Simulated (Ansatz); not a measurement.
Reaction (ligand exchange at the Si–N bond): `O[SiH](O)N[SiH](O)Cl` + `O[SiH2]O` → `O[SiH2]O[SiH](O)O` + `N[SiH](O)Cl`

Gas-phase electronic energies from Ansatz, PBE0-D4/def2-TZVP geometries. CCSD(T)/CBS adds triple-zeta CCSD(T) − MP2 to the extrapolated MP2 energy (def2 sets, frozen cores). DFT in def2-TZVPP. B3LYP here is the variant with VWN-RPA as its local correlation; programs differ in this. Each species was taken in one conformer, which may not be the lowest.

```json
{"level": "r2SCAN-D4", "ΔE (kcal/mol)": "-12.5", "difference from CCSD(T)/CBS": "0.2"}
{"level": "PBE0-D4", "ΔE (kcal/mol)": "-11.5", "difference from CCSD(T)/CBS": "1.2"}
{"level": "B2PLYP", "ΔE (kcal/mol)": "-13.2", "difference from CCSD(T)/CBS": "-0.5"}
{"level": "B3LYP", "ΔE (kcal/mol)": "-13.5", "difference from CCSD(T)/CBS": "-0.8"}
{"level": "MP2/def2-TZVPP", "ΔE (kcal/mol)": "-12.1", "difference from CCSD(T)/CBS": "0.6"}
{"level": "SCS-MP2/def2-TZVPP", "ΔE (kcal/mol)": "-12.8", "difference from CCSD(T)/CBS": "-0.1"}
{"level": "CCSD(T)/def2-TZVPP", "ΔE (kcal/mol)": "-12.3", "difference from CCSD(T)/CBS": "0.4"}
{"level": "MP2/def2-QZVPP", "ΔE (kcal/mol)": "-12.5", "difference from CCSD(T)/CBS": "0.2"}
{"level": "SCS-MP2/def2-QZVPP", "ΔE (kcal/mol)": "-13.2", "difference from CCSD(T)/CBS": "-0.5"}
{"level": "MP2/CBS(def2)", "ΔE (kcal/mol)": "-12.5", "difference from CCSD(T)/CBS": "0.2"}
{"level": "CCSD(T)/CBS", "ΔE (kcal/mol)": "-12.7", "difference from CCSD(T)/CBS": "0"}
```

Largest T1 diagnostic among the species: 0.012.

From PBE to PBE0 (25 % exact exchange), in def2-TZVPP and without D4, ΔE moves by −0.8 kcal/mol. In def2-TZVPP, CCSD(T) changes the Hartree–Fock value by +3.7 kcal/mol (the triples alone add +0.6 kcal/mol) and MP2 by +3.9 kcal/mol.
